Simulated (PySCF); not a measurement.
## Potential energy of TmB along the bond

Set-up: PySCF, spin-free X2C with a Gaussian nucleus, basis sets Tm x2c-SVPall, B x2c-SVPall. Energies in eV from Tm (4f13 6s2) + B in their ground configurations at the same level. State: Ms = 1 determinant of mixed spin, about 13.0 electrons in the 4f shell (Mulliken), real f orbitals that mix terms.

All columns are PBE0. A positive dipole means Tm(−)B(+).

```csv
R (Å),E (eV),μ (D),Mulliken charge on Tm (basis-dependent),HOMO (eV),LUMO (eV),Mayer bond order,⟨S²⟩
2.286,-0.545,-3.10,0.32,-4.13,-2.50,1.34,2.62
2.392,-0.740,-3.29,0.33,-4.18,-2.38,1.24,2.59
2.498,-0.847,-3.47,0.33,-4.23,-2.26,1.16,2.57
2.578,-0.884,-3.60,0.34,-4.28,-2.19,1.11,2.54
2.658,-0.893,-3.72,0.34,-4.32,-2.12,1.07,2.52
2.738,-0.880,-3.82,0.34,-4.36,-2.10,1.03,2.49
2.844,-0.841,-3.91,0.33,-4.38,-2.14,0.98,2.44
2.977,-0.768,-3.96,0.32,-4.35,-2.18,0.92,2.38
3.136,-0.667,-3.92,0.29,-4.36,-2.23,0.84,2.30
3.349,-0.535,-3.69,0.25,-4.43,-2.26,0.71,2.19
```

A fit through these points gives, at Re = 2.648 Å, μ = -3.70 D and dμ/dR = -1.37 D/Å; the reduced mass is 10.34 u.

How strong is the fundamental in the double-harmonic approximation, I = 42.26·(dμ/dR)²/μred km/mol?

I = 42.26·(-1.37)²/10.34 = 7.67 km/mol at PBE0.

Spin–orbit coupling is left out, which matters for elements this heavy, above all for dissociation energies. With d or f electrons several states lie close, and the lowest PBE0 determinant need not be the measured ground state.
